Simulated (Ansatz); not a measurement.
Start from `[CH3][SbH][SiH3]` and change one atom or group to get `[CH3][SbH2]`.

Ansatz, PBE0-D4/def2-TZVP geometries, multiplicity 1. 

Elements past krypton have def2 core potentials.

| property | `[CH3][SbH][SiH3]` |
| --- | --- |
| HOMO energy (PBE/def2-TZVPP) / eV | -5.92 |
| LUMO energy (ωB97M-V/def2-TZVPP) / eV | 1.10 |
| LUMO energy (PBE/def2-TZVPP) / eV | -1.20 |
| LUMO energy (PBE0/def2-TZVPP) / eV | -0.46 |
| size of the dipole moment (B3LYP/def2-TZVPP) / D | 0.77 |
| HOMO–LUMO gap (ωB97M-V/def2-TZVPP) / eV | 9.97 |

Question: What does the change do to each property? (Estimate.)

Answer: The calculation gave: 
```
                                        property  `[CH3][SbH2]`  shift
               HOMO energy (PBE/def2-TZVPP) / eV          -6.03  -0.11
           LUMO energy (ωB97M-V/def2-TZVPP) / eV           1.34   0.24
               LUMO energy (PBE/def2-TZVPP) / eV          -0.95   0.25
              LUMO energy (PBE0/def2-TZVPP) / eV          -0.21   0.25
size of the dipole moment (B3LYP/def2-TZVPP) / D           0.73  -0.04
         HOMO–LUMO gap (ωB97M-V/def2-TZVPP) / eV          10.47   0.50
```

With PBE0 the HOMO falls by 0.17 eV and the LUMO rises by 0.25 eV, so the gap widens by about 0.42 eV. PBE moves the HOMO by -0.11 eV and ωB97M-V by -0.26 eV. The zero-point energy changes by -47.6 kJ/mol with -9 modes. Dipoles are sizes alone; their direction can turn.

B3LYP here is the variant with VWN-RPA as its local correlation; programs differ in this.

Spin–orbit coupling is left out; it splits and shifts lone-pair levels of the heavy atoms by tenths of an eV.
